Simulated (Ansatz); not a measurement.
Pulling on the Al1–O2 bond in AlO (multiplicity 2 held). Energies count from the point at 1.627 Å.


R- and RO- levels are restricted; in cc, def2 and unpolarised 6-31G sets they are followed outwards from rest. Unrestricted levels (U-) break spin symmetry where that is lower. Full CI gives the lowest state of the spin. Left out are points that failed, MP2 points in a non-variational dive below the minimum, coupled-cluster points behind a sign of a changed root (a jump of the amplitudes, or a one-step jump against full CI or MRCI), small-basis points behind a change of solution, and semi-empirical points at long bonds. Curves can end on different states.

Correlated levels freeze the cores.

Codes used: Ansatz (a program for electronic structure) with Gaussian orbitals. Each number belongs to the level named beside it.

Energies in eV.

| R (Å) | RO-HF/6-31G | RO-MP2/6-31G | U-SCS-MP2/6-31G | U-CCSD/6-31G | FCI/6-31G |
|---|---|---|---|---|---|
| 1.302 | 6.46 | 6.66 | 3.87 | 4.14 | 5.00 |
| 1.465 | 1.89 | 1.98 | 1.01 | 0.35 | 1.22 |
| 1.627 | 0.00 | 0.00 | 0.00 | 0.00 | 0.00 |
| 1.790 | -0.58 | -0.66 | -0.62 | -0.67 | -0.06 |
| 1.953 | -0.52 | -0.66 | -0.63 | -0.69 | 0.32 |
| 2.197 | 0.08 | left out | left out | -0.20 | 0.79 |
| 2.441 | 0.86 | 0.56 | 0.67 | 0.48 | 1.43 |
| 2.848 | 2.08 | 1.67 | 2.19 | 1.46 | 2.39 |
| 3.255 | 3.03 | 2.52 | 2.56 | 2.11 | 3.04 |
| 3.743 | 3.89 | 3.28 | 2.70 | 2.57 | 3.45 |
| 4.394 | 4.75 | 3.96 | 2.72 | 2.62 | 3.66 |
| 5.208 | 5.51 | 4.36 | 2.75 | 2.64 | 3.72 |
| 6.510 | 6.17 | 4.17 | 2.75 | 2.65 | 3.74 |

Doubts at one or more of the structures used: a restricted determinant that unrestricted orbitals would lower (RO-HF/6-31G, RO-MP2/6-31G); a spin-contaminated determinant (U-SCS-MP2/6-31G, U-CCSD/6-31G); T1 above 0.05 (U-CCSD/6-31G); the program's own flag: large difference (U-CCSD/6-31G).
